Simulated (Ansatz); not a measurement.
Frontier orbitals of `C[CH2][Sn][Cl]`.

Z-matrix (Å, degrees):
```
C
C 1 1.524
H 1 1.092 2 111.2
H 1 1.094 2 111.6 3 120.1
H 1 1.095 2 112.0 3 -120.2
Sn 2 2.191 1 114.1 3 58.0
H 2 1.095 1 111.3 3 -179.6
H 2 1.097 1 110.4 3 -61.0
Cl 6 2.384 2 94.2 1 -57.2
```

Total charge 0; spin multiplicity 1. Correlated methods include outer-core shells of Sn, which these sets cover unevenly. Sn: def2 effective core potential. The structure was optimised at the PBE0-D4/def2-TZVP level. It is one conformer, not always the lowest. Basis def2-TZVPP, Ansatz.

| functional | HOMO (eV) | LUMO (eV) | gap (eV) |
| --- | --- | --- | --- |
| LDA (SPW92) | -5.57 | -3.70 | 1.87 |
| PBE | -5.41 | -3.44 | 1.97 |
| PBE0 | -6.43 | -2.73 | 3.70 |
| r2SCANh | -6.02 | -3.09 | 2.93 |
| BHLYP | -7.34 | -2.02 | 5.32 |
| CAM-B3LYP | -7.66 | -1.84 | 5.82 |
| LC-ωPBE | -8.88 | -0.72 | 8.16 |
| ωB97M-V | -8.48 | -1.00 | 7.48 |
| HF | -8.64 | -0.01 | 8.63 |

A quarter of exact exchange (PBE0) shifts PBE's HOMO by −1.03 eV and its LUMO by +0.70 eV; full exchange at long range (ωB97M-V) shifts them by −3.08 and +2.44 eV. The gap opens from 1.97 to 7.49 eV, since occupied levels lose self-interaction and empty ones feel all the electrons.

LC-ωPBE has ω = 0.4 bohr⁻¹.
